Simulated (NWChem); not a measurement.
System: C$_{3}$H$_{3}$F$_{3}$; SMILES FC(F)C(F)=C

NWChem input:

```
start job
memory heap 200 mb stack 900 mb global 1100 mb
geometry units angstroms noautoz
  C     -1.349263    -1.111308    -0.223143
  C     -0.084927    -0.718537    -0.177704
  F      0.944763    -1.558781    -0.407510
  C      0.419564     0.659081     0.149540
  F     -0.626937     1.484777     0.427180
  F      1.097330     1.163640    -0.924549
  H     -2.141168    -0.401557    -0.022979
  H     -1.607563    -2.136166    -0.463672
  H      1.105712     0.658014     1.004592
end
basis spherical
  * library def2-svp
end
dft
  xc m06-2x
  iterations 150
  mulliken
end
task dft energy
```

Excerpt of the output:

```
             Northwest Computational Chemistry Package (NWChem) 7.3.0
             --------------------------------------------------------

 C1  symmetry detected

                             Geometry "geometry" -> ""
                             -------------------------

 Output coordinates in angstroms (scale by  1.889725989 to convert to a.u.)

  No.       Tag          Charge          X              Y              Z
 ---- ---------------- ---------- -------------- -------------- --------------
    1 C                    6.0000    -1.32434876    -1.19262124    -0.39325339
    2 C                    6.0000    -0.15274754    -0.74030273     0.02821764
    3 F                    9.0000     0.90625762    -1.54973414     0.23415724
    4 C                    6.0000     0.19498428     0.68216258     0.36749067
    5 F                    9.0000    -0.89558782     1.48053551     0.20233811
    6 F                    9.0000     1.18448287     1.12115330    -0.46665165
    7 H                    1.0000    -2.14747406    -0.50482807    -0.53584000
    8 H                    1.0000    -1.47368133    -2.24526733    -0.60430551
    9 H                    1.0000     0.55745343     0.78707169     1.39682265

 Effective nuclear repulsion energy (a.u.)     244.2567161559

                                 NWChem DFT Module
                                 -----------------

 Summary of "ao basis" -> "ao basis" (spherical)
 ------------------------------------------------------------------------------
       Tag                 Description            Shells   Functions and Types
 ---------------- ------------------------------  ------  ---------------------
 C                          def2-svp                 6       14   3s2p1d
 F                          def2-svp                 6       14   3s2p1d
 H                          def2-svp                 3        5   2s1p

            General Information
            -------------------
          SCF calculation type: DFT
          Wavefunction type:  closed shell.
          No. of atoms     :     9
          No. of electrons :    48
           Alpha electrons :    24
            Beta electrons :    24
          Charge           :     0
          Spin multiplicity:     1
          Use of symmetry is: off; symmetry adaption is: off
          Maximum number of iterations: 150
          AO basis - number of functions:    99
                     number of shells:    45
          Convergence on energy requested:  1.00D-06
          Convergence on density requested:  1.00D-05
          Convergence on gradient requested:  5.00D-04

              XC Information
              --------------
                       M06-2X Method XC Functional
                     Hartree-Fock (Exact) Exchange  0.540
                        M06-2X Exchange Functional  1.000
                      M06-2X Correlation Potential  1.000

             Grid Information
             ----------------
          Grid used for XC integration:  medium
          Radial quadrature: Mura-Knowles
          Angular quadrature: Lebedev.
          Tag              B.-S. Rad. Rad. Pts. Rad. Cut. Ang. Pts.
          ---              ---------- --------- --------- ---------
          C                   0.70       49          10.0       434
          F                   0.50       49          11.0       434
          H                   0.35       45          11.0       434
          Grid pruning is: on
          Number of quadrature shells:   429
          Spatial weights used:  Erf1

      Superposition of Atomic Density Guess
      -------------------------------------

 Sum of atomic energies:        -412.24980271

      Non-variational initial energy
      ------------------------------

 Total energy =    -414.573928
 1-e energy   =   -1055.990315
 2-e energy   =     397.159671
 HOMO         =      -0.304933
 LUMO         =       0.030172

     ---------------------------------------------
      Total Density - Mulliken Population Analysis
     ---------------------------------------------

    Atom       Charge   Shell Charges
 -----------   ------   -------------------------------------------------------
    1 C    6     6.37   1.99  0.96  0.27  2.09  1.03  0.02
    2 C    6     5.59   1.99  0.94  0.23  1.64  0.71  0.07
    3 F    9     9.38   1.99  1.14  0.77  3.43  2.05  0.00
    4 C    6     5.03   1.99  0.88  0.15  1.45  0.46  0.09
    5 F    9     9.43   1.99  1.14  0.77  3.45  2.07  0.00
    6 F    9     9.44   1.99  1.14  0.78  3.46  2.07  0.00
    7 H    1     0.88   0.66  0.20  0.03
    8 H    1     0.89   0.66  0.20  0.03
    9 H    1     0.99   0.72  0.25  0.02

   convergence    iter        energy       DeltaE   RMS-Dens  Diis-err
 ---------------- ----- ----------------- --------- --------- ---------
 d= 0,ls=0.0,diis     1   -415.0001086985 -6.59D+02  1.38D-02  1.24D+00
 d= 0,ls=0.0,diis     2   -414.9921405823  7.97D-03  6.86D-03  1.65D+00
 d= 0,ls=0.0,diis     3   -415.1440507754 -1.52D-01  1.03D-03  1.38D-02
 d= 0,ls=0.0,diis     4   -415.1453003688 -1.25D-03  3.73D-04  2.60D-03
 d= 0,ls=0.0,diis     5   -415.1455780062 -2.78D-04  1.32D-04  2.84D-04
  Resetting Diis
 d= 0,ls=0.0,diis     6   -415.1456071765 -2.92D-05  3.31D-05  2.04D-05
 d= 0,ls=0.0,diis     7   -415.1456094903 -2.31D-06  9.70D-06  6.44D-07
 d= 0,ls=0.0,diis     8   -415.1456095256 -3.53D-08  4.21D-06  5.36D-07

         Total DFT energy =     -415.145609525607
      One electron energy =    -1058.126461860890
           Coulomb energy =      447.309792850681
    Exchange-Corr. energy =      -48.585656671251
 Nuclear repulsion energy =      244.256716155853

 Numeric. integr. density =       47.999993149338

                       DFT Final Molecular Orbital Analysis
                       ------------------------------------

[...]
```

Level: M06-2X/def2-SVP. All runs use the structure optimised with B3LYP/6-31G* (spherical d).
